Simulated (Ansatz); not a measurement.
Geometry optimisation, RKS PBE/def2-SVP (Ansatz).

Input file:

```yaml
crystal:
  periodic: [false, false, false]
  atoms:
    - { symbol: Ge, position_ang: [0.0, 0.0, 0.0] }
    - { symbol: F, position_ang: [0.0, 0.0, 2.03] }
    - { symbol: Cl, position_ang: [2.0935, 0.0, -0.7393] }
    - { symbol: H, position_ang: [-0.73, 1.2648, -0.5162] }
    - { symbol: H, position_ang: [-0.73, -1.2648, -0.5162] }
    - { symbol: Cl, position_ang: [1.3216, 1.9931, 0.7946] }
    - { symbol: H, position_ang: [0.663, 0.9998, 1.915] }
basis:
  gaussian: { orbitals: def2-SVP }
hamiltonian:
  xc: pbe
relax:
  f_tol: 0.15
  max_steps: 25
  restrain:
    - { distance: [0, 5], at: 3.42, k: 30.0 }
    - { distance: [6, 1], at: 2.12, k: 30.0 }
    - { distance: [0, 1], at: 1.68, k: 30.0 }
    - { distance: [6, 5], at: 1.37, k: 30.0 }
output:
  orbitals: {}
```

Run as:

```bash
$ ansatz run input.yaml --threads 2 --pin off --max-ram 3072MiB --backend cpu --events-out ev --progress --plain --runs-dir out
```

Where does it end, and by what steps?

It converged. The restraints hold the end off the free minimum; the threshold counts their pulls, which the force column leaves out. Restrained pairs: Ge1–Cl6 (2.52 → 3.43 Å), F2–H7 (1.21 → 2.12 Å), Ge1–F2 (2.03 → 1.72 Å), Cl6–H7 (1.64 → 1.34 Å). After 7 steps the energy has fallen by 2.108 eV (the restraints' own energy left out); Cl6 moved furthest, 0.80 Å.

```
step  energy less start (eV)  largest force component (eV/Å)  accepted
   0                  0.0000                           3.217       yes
   1                 -0.5896                           2.919       yes
   2                 -1.0769                           4.082       yes
   3                 -1.6288                           2.821       yes
   4                 -2.0537                           1.665       yes
   5                 -2.1063                           1.407       yes
   6                 -2.0974                           1.418        no
   7                 -2.1083                           1.440       yes
```

```xyz
7
Properties=species:S:1:pos:R:3
Ge -0.080 -0.191 -0.114
F 0.011 -0.265 1.606
Cl 1.928 -0.448 -0.872
H -0.654 1.185 -0.506
H -0.904 -1.431 -0.528
Cl 1.308 2.602 1.312
H 1.008 1.542 2.071
```

Time of the run: 13 s on 2 threads of Arm Neoverse V2, with other jobs on the host, peak memory 0.14 GiB.
